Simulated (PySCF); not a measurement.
# Magnetisability: GaMe2(SMe), C₃H₉GaS

Geometry (Å), atoms numbered from 1 in this order:
```xyz
14

Ga   -0.227    0.533   -0.312
C     1.745    0.421    0.260
H     1.846    0.209    1.329
H     2.229    1.378    0.058
H     2.285   -0.354   -0.292
C    -1.159    2.116   -1.208
H    -0.596    2.469   -2.076
H    -1.261    2.954   -0.513
H    -2.158    1.817   -1.535
S    -1.568   -1.247    0.059
C    -0.439   -2.402    0.934
H     0.599   -2.100    0.797
H    -0.599   -3.389    0.511
H    -0.697   -2.405    1.989
```

Computed with GIAO X3LYP/def2-SVP magnetisability, rotational g tensor and spin-rotation constants, non-relativistic, gas phase (PySCF). Geometry: GFN2-xTB.

The calculation is non-relativistic, which matters for the atoms heavier than Zn.

Question: What are the magnetisability and the molar susceptibility?

Answer: Isotropic -1421 × 10⁻³⁰ J/T², or -85.5 × 10⁻⁶ cm³/mol; principal values -1490, -1455, -1316 × 10⁻³⁰ J/T², anisotropy 159 × 10⁻³⁰ J/T² (root of half the summed squared differences of the principal values). The susceptibility is in cgs units.

Question: Split it along the inertial axes a, b, c into diamagnetic and paramagnetic parts about the centre of mass, with the quadrupole moment.

Answer: 
```tsv
axis	χ (10⁻⁶ cm³/mol)	diamagnetic (10⁻⁶ cm³/mol)	paramagnetic (10⁻⁶ cm³/mol)	summed x² of all electrons (Å²)	quadrupole Θ (D Å)
a	-83.5	-453.7	370.2	170.8	+2.17
b	-83.8	-788.7	705.0	91.9	-3.50
c	-89.4	-1114.6	1025.2	15.1	+1.32
```
Anisotropies 2χaa − χbb − χcc = +6.1 and 2χbb − χaa − χcc = +5.4 × 10⁻⁶ cm³/mol. Θ is traceless in Buckingham's convention.

Question: And the rotational g tensor?

Answer: 
```csv
axis,rotational constant (GHz),g,nuclear part,electronic part
a,3.6858,-0.0119,0.6291,-0.6410
b,1.7851,-0.0028,0.5884,-0.5912
c,1.2308,-0.0003,0.5925,-0.5928
```
Asymmetric top; isotopes 12C, 69Ga, 1H, 32S; no vibrational averaging.
